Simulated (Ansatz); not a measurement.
Harmonic vibrations of Si₄H₆ by finite differences.

```yaml
crystal:
  periodic: [false, false, false]
  atoms:
    - {symbol: Si, position_ang: [-0.184874, -0.595718, 1.684635]}
    - {symbol: Si, position_ang: [1.286620, 0.818575, 0.949494]}
    - {symbol: Si, position_ang: [0.462585, 0.703507, -1.225221]}
    - {symbol: Si, position_ang: [-1.150526, -0.842730, -0.419687]}
    - {symbol: H, position_ang: [-2.578612, -0.374734, -0.545303]}
    - {symbol: H, position_ang: [-0.119307, 1.981575, -1.775002]}
    - {symbol: H, position_ang: [2.413174, 1.585848, 1.584510]}
    - {symbol: H, position_ang: [-0.482678, -1.195315, 3.031071]}
    - {symbol: H, position_ang: [-1.053640, -2.218968, -1.028729]}
    - {symbol: H, position_ang: [1.407257, 0.137959, -2.255768]}
basis:
  gaussian: {orbitals: def2-SVP}
hamiltonian: {xc: pbe, dispersion: d4}
scf: {omitted_lower_state_checks: [starts]}
phonons: {temperatures: {t_min: 298.15, t_max: 900, t_step: 200}}
```

```sh
$ ansatz run in.yaml --threads 4 --pin off --events-out ev --progress --plain --max-ram 3916MiB
```

Shortened log:

```
Functional definition: PBE
mean field -31580.40454518 eV, -1160.5584610683 hartree, gradient 3.7e-5 eV, S^2 0.000000; 0 other end points of the search recorded, 0 dependent functions left out
mean field -31580.40449969 eV, -1160.5584593967 hartree, gradient 1.7e-6 eV, S^2 0.000000; 0 other end points of the search recorded, 0 dependent functions left out
mean field -31580.40451449 eV, -1160.5584599406 hartree, gradient 1.3e-6 eV, S^2 0.000000; 0 other end points of the search recorded, 0 dependent functions left out
mean field -31580.40449316 eV, -1160.5584591565 hartree, gradient 2.1e-6 eV, S^2 0.000000; 0 other end points of the search recorded, 0 dependent functions left out
mean field -31580.40452474 eV, -1160.5584603171 hartree, gradient 1.7e-6 eV, S^2 0.000000; 0 other end points of the search recorded, 0 dependent functions left out
mean field -31580.40450478 eV, -1160.5584595836 hartree, gradient 2.4e-6 eV, S^2 0.000000; 0 other end points of the search recorded, 0 dependent functions left out
mean field -31580.40442657 eV, -1160.5584567095 hartree, gradient 2.6e-6 eV, S^2 0.000000; 0 other end points of the search recorded, 0 dependent functions left out
mean field -31580.40451521 eV, -1160.5584599668 hartree, gradient 2.4e-6 eV, S^2 0.000000; 0 other end points of the search recorded, 0 dependent functions left out
mean field -31580.40445115 eV, -1160.5584576130 hartree, gradient 2.6e-6 eV, S^2 0.000000; 0 other end points of the search recorded, 0 dependent functions left out
mean field -31580.40452496 eV, -1160.5584603254 hartree, gradient 2.0e-6 eV, S^2 0.000000; 0 other end points of the search recorded, 0 dependent functions left out
mean field -31580.40448363 eV, -1160.5584588064 hartree, gradient 2.4e-6 eV, S^2 0.000000; 0 other end points of the search recorded, 0 dependent functions left out
mean field -31580.40451393 eV, -1160.5584599198 hartree, gradient 1.6e-6 eV, S^2 0.000000; 0 other end points of the search recorded, 0 dependent functions left out
mean field -31580.40447454 eV, -1160.5584584725 hartree, gradient 1.7e-6 eV, S^2 0.000000; 0 other end points of the search recorded, 0 dependent functions left out
mean field -31580.40450177 eV, -1160.5584594729 hartree, gradient 2.2e-6 eV, S^2 0.000000; 0 other end points of the search recorded, 0 dependent functions left out
mean field -31580.40447865 eV, -1160.5584586235 hartree, gradient 2.8e-6 eV, S^2 0.000000; 0 other end points of the search recorded, 0 dependent functions left out
mean field -31580.40449685 eV, -1160.5584592922 hartree, gradient 2.3e-6 eV, S^2 0.000000; 0 other end points of the search recorded, 0 dependent functions left out
mean field -31580.40446066 eV, -1160.5584579623 hartree, gradient 3.0e-6 eV, S^2 0.000000; 0 other end points of the search recorded, 0 dependent functions left out
mean field -31580.40443996 eV, -1160.5584572015 hartree, gradient 2.3e-6 eV, S^2 0.000000; 0 other end points of the search recorded, 0 dependent functions left out
mean field -31580.40451079 eV, -1160.5584598043 hartree, gradient 2.3e-6 eV, S^2 0.000000; 0 other end points of the search recorded, 0 dependent functions left out
mean field -31580.40443931 eV, -1160.5584571775 hartree, gradient 2.0e-6 eV, S^2 0.000000; 0 other end points of the search recorded, 0 dependent functions left out
mean field -31580.40450246 eV, -1160.5584594984 hartree, gradient 2.2e-6 eV, S^2 0.000000; 0 other end points of the search recorded, 0 dependent functions left out
mean field -31580.40445200 eV, -1160.5584576439 hartree, gradient 2.8e-6 eV, S^2 0.000000; 0 other end points of the search recorded, 0 dependent functions left out
mean field -31580.40449789 eV, -1160.5584593306 hartree, gradient 2.2e-6 eV, S^2 0.000000; 0 other end points of the search recorded, 0 dependent functions left out
mean field -31580.40448506 eV, -1160.5584588589 hartree, gradient 1.9e-6 eV, S^2 0.000000; 0 other end points of the search recorded, 0 dependent functions left out
mean field -31580.40451300 eV, -1160.5584598857 hartree, gradient 1.6e-6 eV, S^2 0.000000; 0 other end points of the search recorded, 0 dependent functions left out
mean field -31580.40448443 eV, -1160.5584588359 hartree, gradient 1.5e-6 eV, S^2 0.000000; 0 other end points of the search recorded, 0 dependent functions left out
mean field -31580.40451265 eV, -1160.5584598730 hartree, gradient 1.5e-6 eV, S^2 0.000000; 0 other end points of the search recorded, 0 dependent functions left out
mean field -31580.40452579 eV, -1160.5584603557 hartree, gradient 1.1e-6 eV, S^2 0.000000; 0 other end points of the search recorded, 0 dependent functions left out
mean field -31580.40454468 eV, -1160.5584610499 hartree, gradient 1.2e-6 eV, S^2 0.000000; 0 other end points of the search recorded, 0 dependent functions left out
mean field -31580.40453329 eV, -1160.5584606315 hartree, gradient 9.7e-7 eV, S^2 0.000000; 0 other end points of the search recorded, 0 dependent functions left out
mean field -31580.40454794 eV, -1160.5584611697 hartree, gradient 1.1e-6 eV, S^2 0.000000; 0 other end points of the search recorded, 0 dependent functions left out
mean field -31580.40453685 eV, -1160.5584607624 hartree, gradient 1.2e-6 eV, S^2 0.000000; 0 other end points of the search recorded, 0 dependent functions left out
mean field -31580.40453022 eV, -1160.5584605187 hartree, gradient 1.2e-6 eV, S^2 0.000000; 0 other end points of the search recorded, 0 dependent functions left out
mean field -31580.40451310 eV, -1160.5584598895 hartree, gradient 1.4e-6 eV, S^2 0.000000; 0 other end points of the search recorded, 0 dependent functions left out
mean field -31580.40450048 eV, -1160.5584594258 hartree, gradient 1.5e-6 eV, S^2 0.000000; 0 other end points of the search recorded, 0 dependent functions left out
mean field -31580.40451814 eV, -1160.5584600745 hartree, gradient 1.5e-6 eV, S^2 0.000000; 0 other end points of the search recorded, 0 dependent functions left out
mean field -31580.40454947 eV, -1160.5584612260 hartree, gradient 2.1e-6 eV, S^2 0.000000; 0 other end points of the search recorded, 0 dependent functions left out
mean field -31580.40453614 eV, -1160.5584607360 hartree, gradient 1.4e-6 eV, S^2 0.000000; 0 other end points of the search recorded, 0 dependent functions left out
mean field -31580.40449407 eV, -1160.5584591901 hartree, gradient 2.8e-6 eV, S^2 0.000000; 0 other end points of the search recorded, 0 dependent functions left out
mean field -31580.40454428 eV, -1160.5584610353 hartree, gradient 1.2e-6 eV, S^2 0.000000; 0 other end points of the search recorded, 0 dependent functions left out
mean field -31580.40451583 eV, -1160.5584599896 hartree, gradient 1.2e-6 eV, S^2 0.000000; 0 other end points of the search recorded, 0 dependent functions left out
mean field -31580.40454474 eV, -1160.5584610523 hartree, gradient 9.6e-7 eV, S^2 0.000000; 0 other end points of the search recorded, 0 dependent functions left out
mean field -31580.40452063 eV, -1160.5584601661 hartree, gradient 1.2e-6 eV, S^2 0.000000; 0 other end points of the search recorded, 0 dependent functions left out
mean field -31580.40453482 eV, -1160.5584606875 hartree, gradient 2.7e-6 eV, S^2 0.000000; 0 other end points of the search recorded, 0 dependent functions left out
mean field -31580.40454571 eV, -1160.5584610878 hartree, gradient 1.1e-6 eV, S^2 0.000000; 0 other end points of the search recorded, 0 dependent functions left out
mean field -31580.40452409 eV, -1160.5584602933 hartree, gradient 1.1e-6 eV, S^2 0.000000; 0 other end points of the search recorded, 0 dependent functions left out
mean field -31580.40454579 eV, -1160.5584610907 hartree, gradient 1.1e-6 eV, S^2 0.000000; 0 other end points of the search recorded, 0 dependent functions left out
mean field -31580.40452778 eV, -1160.5584604290 hartree, gradient 2.4e-6 eV, S^2 0.000000; 0 other end points of the search recorded, 0 dependent functions left out
mean field -31580.40447751 eV, -1160.5584585814 hartree, gradient 1.6e-6 eV, S^2 0.000000; 0 other end points of the search recorded, 0 dependent functions left out
mean field -31580.40452687 eV, -1160.5584603956 hartree, gradient 2.5e-6 eV, S^2 0.000000; 0 other end points of the search recorded, 0 dependent functions left out
mean field -31580.40455240 eV, -1160.5584613337 hartree, gradient 2.7e-6 eV, S^2 0.000000; 0 other end points of the search recorded, 0 dependent functions left out
mean field -31580.40449390 eV, -1160.5584591840 hartree, gradient 1.6e-6 eV, S^2 0.000000; 0 other end points of the search recorded, 0 dependent functions left out
mean field -31580.40450900 eV, -1160.5584597386 hartree, gradient 1.5e-6 eV, S^2 0.000000; 0 other end points of the search recorded, 0 dependent functions left out
mean field -31580.40452560 eV, -1160.5584603489 hartree, gradient 9.8e-7 eV, S^2 0.000000; 0 other end points of the search recorded, 0 dependent functions left out
mean field -31580.40454101 eV, -1160.5584609152 hartree, gradient 1.2e-6 eV, S^2 0.000000; 0 other end points of the search recorded, 0 dependent functions left out
mean field -31580.40452557 eV, -1160.5584603475 hartree, gradient 1.2e-6 eV, S^2 0.000000; 0 other end points of the search recorded, 0 dependent functions left out
mean field -31580.40451881 eV, -1160.5584600991 hartree, gradient 1.2e-6 eV, S^2 0.000000; 0 other end points of the search recorded, 0 dependent functions left out
mean field -31580.40454065 eV, -1160.5584609017 hartree, gradient 1.2e-6 eV, S^2 0.000000; 0 other end points of the search recorded, 0 dependent functions left out
mean field -31580.40452608 eV, -1160.5584603664 hartree, gradient 1.2e-6 eV, S^2 0.000000; 0 other end points of the search recorded, 0 dependent functions left out
mean field -31580.40450267 eV, -1160.5584595059 hartree, gradient 2.0e-6 eV, S^2 0.000000; 0 other end points of the search recorded, 0 dependent functions left out
mean field -31580.40453450 eV, -1160.5584606759 hartree, gradient 1.2e-6 eV, S^2 0.000000; 0 other end points of the search recorded, 0 dependent functions left out
Total energy: -31580.76110242 eV, -1160.5715643053 hartree
Atom 0 at    -0.184874    -0.595718     1.684635 Å, force     0.000024     0.001272    -0.003809 eV/Å
Atom 1 at     1.286620     0.818575     0.949494 Å, force    -0.002598    -0.001834    -0.002459 eV/Å
Atom 2 at     0.462585     0.703507    -1.225221 Å, force    -0.000364    -0.000394    -0.000815 eV/Å
Atom 3 at    -1.150526    -0.842730    -0.419687 Å, force    -0.000163    -0.000019    -0.000915 eV/Å
Atom 4 at    -2.578612    -0.374734    -0.545303 Å, force     0.001904    -0.001362    -0.000290 eV/Å
Atom 5 at    -0.119307     1.981575    -1.775002 Å, force     0.000989    -0.002591     0.000374 eV/Å
Atom 6 at     2.413174     1.585848     1.584510 Å, force     0.003489     0.002345     0.002076 eV/Å
Atom 7 at    -0.482678    -1.195315     3.031071 Å, force    -0.000880    -0.001726     0.004153 eV/Å
Atom 8 at    -1.053640    -2.218968    -1.028729 Å, force    -0.000465     0.002961     0.000524 eV/Å
Atom 9 at     1.407257     0.137959    -2.255768 Å, force    -0.001937     0.001349     0.001161 eV/Å
Dipole moment:     0.023102     0.004661     0.055215 e Å
Vibrations: 56.15 242.94 279.47 299.79 401.68 425.17 436.04 458.33 510.44 527.41 545.89 547.93 600.28 601.61 663.54 693.58 891.21 899.70 2134.14 2138.49 2141.37 2148.73 2156.84 2164.19 cm⁻¹, zero-point energy 1.361652 eV
Checks for a lower state left out: starts
```

Hardware: 4 threads of Arm Neoverse V2 on a shared host. Wall time 33 s.

The restricted singlet is unstable towards broken spin symmetry in Hartree–Fock (as tested in another run); at PBE-D4/def2-SVP this wasn't settled. The structure comes from a short search, and lower isomers may exist.
